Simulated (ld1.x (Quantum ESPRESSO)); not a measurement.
## Ranking RRKJ potentials for O (Z = 8)

All share these settings but for the change named:

- Element: oxygen
- Generator: ld1.x (Quantum ESPRESSO) 7.5
- Type: norm-conserving RRKJ (Kleinman–Bylander form)
- Functional: LDA (PZ)
- Relativity: scalar-relativistic
- Frozen core: [He]
- Valence charge: 6
- Reference configuration: 2s2 2p2 (charge +2)
- Partial waves: 2p (bound): rc 1.85 bohr; 2s (bound): rc 0.85 bohr
- Local potential: the s channel
- Core correction: none

Cutoff: the first of the cutoffs (Ry, on a coarse ladder) from which the occupation-weighted sum of valence levels, in a spherical-Bessel basis at the reference potential, stays within 10 and 1 mRy of its value at 400 Ry; the density cutoff is not measured.

The base gives 90 Ry.

Of 9 variants that were run, those that failed, showed a ghost or another fault, or gave nearly equal values are left out.

A variant can come out equal or close to the base.

(1) Rank these variants from softest to hardest (loose cutoff).
A. all radii scaled by about 0.83 (s 0.70, p 1.54 bohr)
B. local potential all-electron potential smoothed inside 1.75 bohr (lloc = -2)
C. wave 2s (bound): rc 0.85 bohr becomes 2s (bound): rc 0.66 bohr
D. reference 2s2 2p4

Results:

(1) D (70 Ry), A (90 Ry), B (110 Ry), C (140 Ry).
